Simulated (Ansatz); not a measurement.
Geometry optimisation, RKS revPBE/def2-SVP in Ansatz.

input.yaml

```yaml
crystal:
  periodic: [false, false, false]
  atoms:
    - { symbol: B, position_ang: [0.0, 0.0, 0.0] }
    - { symbol: C, position_ang: [0.0, 0.0, 1.95] }
    - { symbol: H, position_ang: [-0.9996, -0.3092, 2.3205] }
    - { symbol: H, position_ang: [0.7676, -0.7111, 2.3205] }
    - { symbol: H, position_ang: [0.232, 1.0203, 2.3205] }
    - { symbol: Cl, position_ang: [1.6108, 0.0, -0.93] }
    - { symbol: "N", position_ang: [-1.3423, 0.0, -0.775] }
    - { symbol: H, position_ang: [-2.0112, -0.8164, -0.6764] }
    - { symbol: H, position_ang: [-1.5914, 0.8164, -1.4036] }
    - { symbol: F, position_ang: [-0.2075, -1.5233, 0.5108] }
    - { symbol: H, position_ang: [-0.149, -1.0941, 1.5278] }
basis:
  gaussian: { orbitals: def2-SVP }
hamiltonian:
  xc: revpbe
relax:
  f_tol: 0.15
  max_steps: 25
  restrain:
    - { distance: [0, 9], at: 2.52, k: 30.0 }
    - { distance: [10, 1], at: 2.31, k: 30.0 }
    - { distance: [0, 1], at: 1.6, k: 30.0 }
    - { distance: [10, 9], at: 0.92, k: 30.0 }
```

Launched with:

```bash
$ ansatz run input.yaml --threads 2 --pin off --max-ram 3072MiB --backend cpu --events-out ev --progress --plain --runs-dir out
```

Where does it end, and by what steps?

It converged. The restraints hold the end off the free minimum. After 14 steps the energy has fallen by 3.789 eV (the restraints' own energy left out); H8 moved furthest, 1.21 Å. Parted: B1–F10 (1.62 → 2.53 Å), C2–H11 (1.18 → 2.31 Å).

| step | energy less start (eV) | largest force component (eV/Å) | accepted |
| --- | --- | --- | --- |
| 0 | 0.0000 | 5.276 | yes |
| 1 | -0.9945 | 2.501 | yes |
| 2 | -1.0801 | 6.105 | yes |
| 3 | -1.4432 | 5.223 | yes |
| 4 | -2.2054 | 3.611 | yes |
| 5 | -3.0881 | 1.668 | yes |
| 6 | -3.4198 | 1.375 | yes |
| 7 | -3.6020 | 1.441 | yes |
| 8 | -3.6739 | 0.978 | yes |
| 9 | -3.7425 | 0.694 | yes |
| 10 | -3.7731 | 0.544 | yes |
| 11 | -3.7822 | 0.439 | yes |
| 12 | -3.7869 | 0.365 | no |
| 13 | -3.7863 | 0.459 | yes |
| 14 | -3.7890 | 0.512 | yes |

```xyz
11
Properties=species:S:1:pos:R:3
B -0.121 0.097 0.177
C -0.122 0.159 1.774
H -1.089 -0.133 2.231
H 0.687 -0.437 2.249
H 0.089 1.207 2.085
Cl 1.471 0.114 -0.684
N -1.287 0.264 -0.588
H -2.218 0.261 -0.173
H -1.287 0.286 -1.607
F -0.170 -2.413 0.519
H 0.356 -2.022 1.181
```

The run took 38 s on 2 threads of Arm Neoverse V1 (shared host), peak memory 0.18 GiB.
